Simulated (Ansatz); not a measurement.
`[SiH3][N]([SiH3])[AlH][Cl]` + `CC(C)N` → `CC(C)[NH][AlH][Cl]` + `[SiH3]N[SiH3]`  (ligand exchange at the Al–N bond)

Program: Ansatz. Geometries: PBE0-D4/def2-TZVP. ΔE: electronic, gas phase. CCSD(T)/CBS adds triple-zeta CCSD(T) − MP2 to the extrapolated MP2 energy (def2 sets, frozen cores). This one scheme is used for every species. Functionals use def2-TZVPP. B3LYP here is the variant with VWN-RPA as its local correlation; programs differ in this. Each species was taken in one conformer, which may not be the lowest.

`[SiH3][N]([SiH3])[AlH][Cl]`:

Cartesian coordinates in Å:
```
Si 1.620 0.232 -0.002
N -0.114 0.066 0.074
Si -0.843 -1.158 -0.921
Al -1.108 1.104 1.124
Cl -0.060 2.525 2.252
H 2.126 -0.784 -0.966
H 2.016 1.583 -0.478
H 2.247 -0.010 1.322
H -0.567 -0.919 -2.362
H -2.314 -1.120 -0.697
H -0.335 -2.511 -0.571
H -2.667 0.992 1.225
```

`CC(C)N`:

```xyz
13

C     1.158    0.150   -0.751
C    -0.009   -0.352    0.078
C    -0.357    0.620    1.190
N    -1.170   -0.510   -0.790
H     1.407   -0.555   -1.549
H     0.906    1.108   -1.213
H     2.049    0.282   -0.133
H     0.294   -1.305    0.545
H     0.492    0.766    1.862
H    -1.197    0.253    1.787
H    -0.640    1.588    0.768
H    -0.975   -1.176   -1.528
H    -1.959   -0.870   -0.267
```

`CC(C)[NH][AlH][Cl]`:

```xyz
15

C     1.415    0.850   -0.472
C    -0.013    0.432   -0.151
C    -0.885    0.455   -1.398
N    -0.049   -0.870    0.497
Al   -0.637   -1.251    2.108
Cl   -0.542   -3.255    2.730
H     1.869    0.145   -1.176
H     1.445    1.843   -0.929
H     2.028    0.865    0.431
H    -0.424    1.156    0.563
H    -1.915    0.187   -1.156
H    -0.514   -0.265   -2.135
H    -0.883    1.443   -1.866
H     0.319   -1.598   -0.101
H    -1.214   -0.136    3.054
```

`[SiH3]N[SiH3]`:

Cartesian coordinates in Å:
```
Si -0.615 0.965 1.062
N -0.392 -0.477 0.140
Si 0.747 -0.796 -1.116
H 0.203 2.028 0.428
H -0.188 0.807 2.481
H -2.047 1.370 1.078
H -0.972 -1.260 0.410
H 1.391 0.494 -1.469
H 0.073 -1.368 -2.313
H 1.800 -1.764 -0.700
```

Is it downhill or uphill in electronic energy at CCSD(T)/CBS, and by how much? (Best estimate.)

Computed: Uphill: ΔE = +0.12 eV.

What do these levels give: r2SCAN-D4, PBE0-D4, ωB97M-V, B2PLYP, r2SCAN, PBE0, B3LYP, MP2/def2-TZVPP, SCS-MP2/def2-TZVPP, CCSD/def2-TZVPP, HF/def2-QZVPP, CCSD/CBS(def2)? (An estimate is asked.)

The calculation gave: r2SCAN-D4 0.10, PBE0-D4 0.11, ωB97M-V 0.11, B2PLYP 0.05, r2SCAN 0.09, PBE0 0.07, B3LYP 0.00, MP2/def2-TZVPP 0.12, SCS-MP2/def2-TZVPP 0.10, CCSD/def2-TZVPP 0.10, HF/def2-QZVPP 0.03, CCSD/CBS(def2) 0.10 eV.

Largest T1 diagnostic among the species: 0.011.

The D4 term adds +0.07 eV with B3LYP and +0.04 eV with PBE0; it sums over pairs of atoms, weighted by their polarisabilities, and B3LYP, whose exchange is more repulsive, gets the larger term. In def2-TZVPP, CCSD(T) changes the Hartree–Fock value by +0.09 eV (the triples alone add +0.02 eV) and MP2 by +0.09 eV.
